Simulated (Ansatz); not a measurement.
Isolated molecules relaxed with PBE0-D4/def2-TZVP in Ansatz; ΔE leaves out vibrations. CBS: MP2 limit from def2 TZ/QZ plus the TZ coupled-cluster correction, frozen cores. This one scheme is used for every species. DFT in def2-TZVPP. For Ga, Se outer-core shells are correlated without core-valence functions, which leaves a few kJ/mol of doubt a bond. Scalar relativity is left out up to krypton. Each species was taken in one conformer, which may not be the lowest.

Consider the ligand exchange at a Ga–Se bond: `[Cl][Ga]([Cl])[SeH]` + CH₃OH → `C[O][Ga]([Cl])[Cl]` + H₂Se.

| level | ΔE (kJ/mol) |
| --- | --- |
| ωB97M-V | 53.4 |
| MP2/CBS(def2) | 57.3 |

Question: What does CCSD(T)/CBS give? (Best estimate.)

Answer: Computed: +54.1 kJ/mol. The listed levels differ from it by -0.7, 3.2 kJ/mol.

Question: What do rigid-rotor, harmonic-oscillator terms from PBE0-D4/def2-TZVP frequencies (298.15 K, 1 bar) make of the CCSD(T)/CBS value? (An estimate is asked.)

Answer: Ansatz gave: ΔZPE = -11.3 kJ/mol, ΔH = +44.3 kJ/mol, ΔS = -3 J/(mol·K), ΔG = +45.3 kJ/mol.

Largest T1 diagnostic among the species: 0.013.

Leaving LDA and LC-ωPBE aside and taking each functional with its dispersion term where it has one, the values, not all of them listed here, spread over 14.6 kJ/mol, from CAM-B3LYP-D4 to HSE06-D4. LDA lies −5.0 kJ/mol from PBE without D4. From BLYP to BHLYP (50 % exact exchange), in def2-TZVPP and without D4, ΔE moves by +4.3 kJ/mol. At CCSD(T), def2-SVP lies −17.2 kJ/mol from the extrapolated value and def2-TZVPP −5.8 kJ/mol.
